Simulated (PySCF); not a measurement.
**Structure revision by computed shifts**

A compound C₇H₁₁PSi gives the data below (simulated from a calculation) and was assigned the structure `Cc1ccccc1P[SiH3]`.

¹³C{¹H} NMR (computed): δ 168.6 (C), 167.9 (C), 147.7 (CH), 141.6 (CH), 129.8 (C), 124.2 (CH2), 22.9 (CH3).

¹H NMR (600 MHz, computed): δ 6.99 (m, 1H), 6.96 (m, 1H), 6.04 (m, 1H), 5.44 (m, 1H), 5.16 (m, 1H), 4.45 (m, 3H), 2.39 (s, 3H).

Theory: shieldings: GIAO PBE0/pcSseg-1, coordinates at the GFN2-xTB level, in PySCF 2.14.0 with density-fitted response routines (no relativistic terms, rapidly exchanging positions averaged, single conformer, no solvent model).

References, each an isolated molecule treated in the same way: ¹H, ¹³C vs TMS.

Task: Compare with the shifts computed for the proposed structure, pairing carbons in order of shift.

Result: Atoms are numbered as in `[CH3:1][c:2]1[cH:3][cH:4][cH:5][cH:6][c:7]1[PH:8][SiH3:9]`. Hydrogens are named by the atom that carries them.

```tsv
atom	computed for proposal	given list	difference
C2	146.8	168.6	-21.8
C6	141.2	167.9	-26.7
C7	137.6	147.7	-10.1
C3	134.4	141.6	-7.2
C4	133.9	129.8	+4.1
C5	132.1	124.2	+7.9
C1	24.8	22.9	+1.9
```

The rms difference is 14.3 ppm and the largest -26.7 ppm at C6 (aromatic CH). The carbon types in order of shift don't match either: C, CH, C, CH, CH, CH, CH3 for the proposal against C, C, CH, CH, C, CH2, CH3 in the data. The proposal doesn't fit.

Task: Which isomer fits?

Result: SMILES C=Cc1cc(C)c([SiH3])[pH]1.

δC 168.6, 167.9, 129.8: unsaturated ring carbon. δC 147.7: unsaturated ring CH. δC 141.6: alkene CH; the olefinic region. δC 124.2: terminal =CH2 carbon; an sp2 carbon of a C=C bond.

Other isomers checked: Cc1ccc(P[SiH3])cc1 (rms 16.1 ppm); CCc1ccc([SiH3])cp1 (rms 33.7 ppm).

The shifts were computed for this structure.

Splittings by ³¹P in the carbon and heteronuclear signals aren't shown, as no couplings were computed. Shifts are as computed. Against solution values, carbons near 30 ppm lie about +3 ppm off and those near 130 ppm about +5 ppm. Of 1211 compounds with measured shifts, 218 miss one by over three times the rms of a fit or turn the order of signals round; such compounds aren't used in these exercises. Multiplicities follow the n + 1 count of equivalent neighbours, as no J values were calculated; m marks all less simple cases, F and P coupling included.
